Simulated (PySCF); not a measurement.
H₅Cl₂NSi₂, singlet, at a GFN2-xTB geometry. Base run: PBE/6-31G (PySCF).

The PySCF input:
```python
from pyscf import gto, scf, dft, solvent

mol = gto.Mole()
mol.atom = '''
    Si    1.08039277   -0.27720380    0.51753567
    Cl    2.95382678    0.19800853   -0.04138264
    N     0.05620408    0.44862047   -0.67853899
    Si   -1.66668244    0.45591449   -0.84147265
    Cl   -2.38186842   -0.59770898    0.70074371
    H     0.82016171    0.30277254    1.83017326
    H     0.93764944   -1.72851661    0.49690486
    H     0.53785152    0.95373601   -1.40566045
    H    -2.16086658    1.82724223   -0.75666683
    H    -2.04346141   -0.20261952   -2.08899833
'''
mol.basis = '6-31g'
mol.verbose = 4
mol.build()

mf = dft.RKS(mol)
mf.xc = 'pbe'
mf.kernel()
```

Variants of this job, named by their change:

```csv
change,ΔE vs base (kcal/mol),dipole (D),HOMO-LUMO gap (eV)
base,0.000,1.94,5.29
model = ddCOSMO; solvent = 2-propanol,?,?,?
model = IEF-PCM; solvent = methanol,-3.86,2.44,5.26
model = IEF-PCM; solvent = 2-propanol; vdw_scale = 1.0,-7.89,2.58,5.31
model = COSMO; solvent = 2-propanol,-3.72,2.42,5.27
model = IEF-PCM; solvent = 2-propanol; vdw_scale = 1.1,-5.29,2.50,5.27
model = C-PCM; solvent = 2-propanol,?,?,5.27
model = IEF-PCM; solvent = n-hexane,?,?,5.29
model = IEF-PCM; solvent = 2-propanol; lebedev_order = 11,-3.67,2.42,5.26
model = IEF-PCM; solvent = 2-propanol; lebedev_order = 41,-3.74,2.42,5.27
model = IEF-PCM; solvent = 2-propanol,-3.73,2.42,5.27
model = IEF-PCM; solvent = 2-propanol; r_probe = 0.5,-1.57,2.24,5.29
```

### Question
Fill in the missing entries.

### Answer

- model = ddCOSMO; solvent = 2-propanol, ΔE vs base (kcal/mol): -3.58
- model = ddCOSMO; solvent = 2-propanol, dipole (D): 2.38
- model = ddCOSMO; solvent = 2-propanol, HOMO-LUMO gap (eV): 5.30
- model = C-PCM; solvent = 2-propanol, ΔE vs base (kcal/mol): -3.83
- model = C-PCM; solvent = 2-propanol, dipole (D): 2.43
- model = IEF-PCM; solvent = n-hexane, ΔE vs base (kcal/mol): -1.42
- model = IEF-PCM; solvent = n-hexane, dipole (D): 2.12

The base is the gas phase, so ΔE is the electrostatic part of solvation at a fixed geometry, without cavity and dispersion terms.
